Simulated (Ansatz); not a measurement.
`[BH2][SnH2][CH2]F` at its PBE0-D4/def2-TZVP geometry, where that method's forces vanish. Total charge 0; spin multiplicity 1. Sn takes the def2 core potential.

```csv
atom,x (Å),y (Å),z (Å)
B1,-0.246,-2.016,-0.359
Sn2,-0.026,-0.133,0.843
C3,0.177,1.587,-0.473
F4,1.187,1.352,-1.399
H5,0.269,-3.039,-0.022
H6,-0.903,-2.011,-1.356
H7,1.303,-0.130,1.920
H8,-1.441,0.138,1.776
H9,-0.753,1.764,-1.020
H10,0.433,2.488,0.090
```

(1) For each bond, give half the difference of the two atoms' forces along it (eV/Å; positive pushes the atoms apart) under PBE-D4, r2SCAN-D4, B3LYP-D4, ωB97M-V in def2-TZVPP. (Estimate.)

Answers

(1) Computed: 
```csv
bond,length (Å),PBE-D4,r2SCAN-D4,B3LYP-D4,ωB97M-V
B1–Sn2,2.245,-0.12,-0.02,0.12,0.10
B1–H5,1.193,0.08,-0.03,-0.14,-0.12
B1–H6,1.194,0.08,-0.03,-0.13,-0.12
Sn2–C3,2.176,0.08,0.05,0.13,-0.10
Sn2–H7,1.710,0.09,-0.01,0.00,-0.07
Sn2–H8,1.716,0.11,0.00,0.01,-0.08
C3–F4,1.390,0.42,0.31,0.40,0.37
C3–H9,1.093,0.06,-0.07,-0.15,-0.11
C3–H10,1.092,0.07,-0.07,-0.16,-0.11
```

B3LYP here is the variant with VWN-RPA as its local correlation; programs differ in this.
